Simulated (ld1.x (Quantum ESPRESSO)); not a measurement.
**Ru, TM semilocal: configuration errors across variants**

Ru (Z = 44), norm-conserving Troullier–Martins (semilocal form), made with ld1.x (Quantum ESPRESSO) 7.5 (PBE, scalar-relativistic). Core [Kr], reference 4d7 5s1 5p0. Waves: 5s (bound): rc 2.45 bohr; 5p (bound, empty): rc 4.00 bohr; 4d (bound): rc 1.95 bohr. Local part: the d channel. Core correction: none.

All-electron excitation energies from the reference (eV): (1) 4d7 5s0 5p0 7.292; (2) 4d6 5s0 5p0 25.479; (3) 4d5 5s0 5p0 56.101; (4) 4d6 5s2 5p0 1.701; (5) 4d7 5s0 5p1 3.461; (6) 4d7 5s0.5 5p0 2.863; (7) 4d6 5s1 5p0 10.112.

In the semilocal form every listed channel keeps its own potential, so the choice of the local channel does not act on these tests. It acts once the file is put into the separable form.

A semilocal file is local in each channel, so a ghost entry of none says nothing of the separable form that plane-wave codes build from it.

3 further variants failed, have other tests or another functional or relativity, and are left out.

Errors AE − PS in meV (a dash: test not solved or not reliable):

| change | (1) | (2) | (3) | (4) | (5) | (6) | (7) | bound ghosts |
| --- | --- | --- | --- | --- | --- | --- | --- | --- |
| base | +9.9 | +52 | -8.2 | -50 | +5.1 | +1.0 | -23 | none |
| wave 5s (bound): rc 2.45 bohr becomes 5s (bound): rc 1.72 bohr | +24 | +35 | -79 | +1004 | +11 | +7.1 | +969 | none |
| wave 5p (bound): rc 4.00 bohr becomes 5p (bound): rc 5.28 bohr | +9.9 | +52 | -8.2 | -50 | +11 | +1.0 | -23 | none |
| wave 4d (bound): rc 1.95 bohr becomes 4d (bound): rc 1.66 bohr | +9.3 | +56 | +4.8 | -51 | +5.0 | +0.9 | -21 | none |
| all radii scaled by about 0.75 (s 1.82, p 2.98, d 1.46 bohr) | +13 | +33 | -61 | +118 | -0.3 | +2.6 | +80 | none |
| core correction a·sin(br)/r model core inside 1.22 bohr | -15 | -49 | -332 | -76 | -1.7 | -3.4 | -44 | none |
| all radii scaled by about 1.15 (s 2.82, p 4.62, d 2.24 bohr) | +12 | +34 | -51 | -42 | +8.9 | +1.5 | -24 | none |

**Question.** Give the same row for: form changed from semilocal to separable (Kleinman–Bylander), still TM; local potential the p channel.

**Answer.** +7.7, -112, -610, -81, +4.0, +1.4, -46; bound ghosts: none.
